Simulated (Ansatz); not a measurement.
CH4ClOSi, SMILES `[CH2][SiH](O)Cl` radical, relaxed with UKS PBE-D4/def2-SVP in Ansatz from a rough embedded geometry. The force threshold is 0.03 eV/Å; the program also tests the step.

Charge 0, multiplicity 2.

Start:

```xyz
8

C    -0.133    1.172   -0.503
Si    0.428   -0.347    0.103
O    -0.343   -0.759    1.481
Cl   -0.194   -1.729   -1.250
H     0.049    1.475   -1.584
H    -0.607    1.940    0.128
H     1.918   -0.468    0.238
H    -1.117   -1.284    1.389
```

```json
{"step": "1", "energy (eV)": "-23528.4351", "largest force (eV/Å)": "3.115", "largest move (Å)": "0.000"}
{"step": "2", "energy (eV)": "-23528.7349", "largest force (eV/Å)": "1.412", "largest move (Å)": "0.178"}
{"step": "3", "energy (eV)": "-23528.7809", "largest force (eV/Å)": "0.350", "largest move (Å)": "0.065"}
{"step": "4", "energy (eV)": "-23528.7902", "largest force (eV/Å)": "0.441", "largest move (Å)": "0.118"}
{"step": "5", "energy (eV)": "-23528.7976", "largest force (eV/Å)": "0.229", "largest move (Å)": "0.049"}
{"step": "6", "energy (eV)": "-23528.8043", "largest force (eV/Å)": "0.191", "largest move (Å)": "0.117"}
{"step": "7", "energy (eV)": "-23528.8093", "largest force (eV/Å)": "0.063", "largest move (Å)": "0.083"}
{"step": "8 (rejected)", "energy (eV)": "-23528.7906", "largest force (eV/Å)": "0.859", "largest move (Å)": "0.130"}
{"step": "9", "energy (eV)": "-23528.8104", "largest force (eV/Å)": "0.103", "largest move (Å)": "0.065"}
{"step": "10", "energy (eV)": "-23528.8126", "largest force (eV/Å)": "0.138", "largest move (Å)": "0.063"}
{"step": "11", "energy (eV)": "-23528.8154", "largest force (eV/Å)": "0.053", "largest move (Å)": "0.111"}
{"step": "12", "energy (eV)": "-23528.8168", "largest force (eV/Å)": "0.053", "largest move (Å)": "0.066"}
{"step": "13 (rejected)", "energy (eV)": "-23528.8147", "largest force (eV/Å)": "0.308", "largest move (Å)": "0.127"}
{"step": "14 (rejected)", "energy (eV)": "-23528.8140", "largest force (eV/Å)": "0.219", "largest move (Å)": "0.063"}
{"step": "15", "energy (eV)": "-23528.8176", "largest force (eV/Å)": "0.009", "largest move (Å)": "0.031"}
{"step": "16", "energy (eV)": "-23528.8180", "largest force (eV/Å)": "0.127", "largest move (Å)": "0.098"}
{"step": "17", "energy (eV)": "-23528.8186", "largest force (eV/Å)": "0.066", "largest move (Å)": "0.017"}
{"step": "18", "energy (eV)": "-23528.8193", "largest force (eV/Å)": "0.023", "largest move (Å)": "0.046"}
{"step": "19", "energy (eV)": "-23528.8196", "largest force (eV/Å)": "0.094", "largest move (Å)": "0.066"}
{"step": "20", "energy (eV)": "-23528.8199", "largest force (eV/Å)": "0.078", "largest move (Å)": "0.024"}
{"step": "21", "energy (eV)": "-23528.8203", "largest force (eV/Å)": "0.037", "largest move (Å)": "0.050"}
{"step": "22", "energy (eV)": "-23528.8205", "largest force (eV/Å)": "0.043", "largest move (Å)": "0.045"}
{"step": "23", "energy (eV)": "-23528.8206", "largest force (eV/Å)": "0.051", "largest move (Å)": "0.035"}
{"step": "24", "energy (eV)": "-23528.8207", "largest force (eV/Å)": "0.061", "largest move (Å)": "0.037"}
{"step": "25", "energy (eV)": "-23528.8209", "largest force (eV/Å)": "0.031", "largest move (Å)": "0.018"}
{"step": "26", "energy (eV)": "-23528.8210", "largest force (eV/Å)": "0.009", "largest move (Å)": "0.012"}
```

End:

```xyz
8

C    -0.154    1.197   -0.506
Si    0.448   -0.452    0.076
O    -0.349   -0.983    1.451
Cl    0.174   -1.787   -1.509
H    -0.676    1.340   -1.468
H    -0.012    2.112    0.096
H     1.889   -0.458    0.468
H    -1.321   -0.970    1.392
```

Run time 20 s (4 threads of an INTEL XEON PLATINUM 8581C on a shared host); peak host memory 0.19 GiB.
